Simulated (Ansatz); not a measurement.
AlH$_{7}$OSi$_{3}$ (`O[SiH]1[SiH2][Al]1[SiH3]`). The species carries charge 0 and has multiplicity 1.

```xyz
12

O    -2.434   -1.670   -1.005
Si   -1.293   -0.522   -1.370
Si   -1.392    1.467   -0.199
Al    0.292   -0.024    0.412
Si    2.364   -0.262    1.709
H    -3.045   -1.898   -1.708
H    -1.072   -0.575   -2.850
H    -1.939    2.862   -0.262
H     0.105    1.564   -0.725
H     3.396   -1.041    0.970
H     2.084   -0.974    2.989
H     2.934    1.074    2.039
```

(1) List the harmonic frequencies (cm⁻¹, unscaled) at PBE0-D4/def2-TZVP in Ansatz. (An estimate is asked.)

(2) Is this a minimum?

(3) Give the ideal-gas thermochemistry at 298.15 K and 1 bar (rigid rotor, harmonic oscillator; point group C1, symmetry number 1).

Answers

(1) The calculation gave: 26, 70, 84, 146, 184, 202, 256, 329, 394, 406, 431, 456, 502, 536, 572, 610, 769, 840, 850, 930, 933, 936, 982, 1752, 2134, 2147, 2200, 2213, 2215, 3915.

(2) Yes, all 30 modes are real.

(3) Zero-point energy 167.6 kJ/mol; H(298) − E = 197.0 kJ/mol; entropy 422.2 J/(mol·K), of which translation 170.0, rotation 123.0, vibration 129.3; G(298) − E = 71.1 kJ/mol. Modes under 100 cm⁻¹ are hindered rotations or soft bends, so the harmonic entropy is rough.
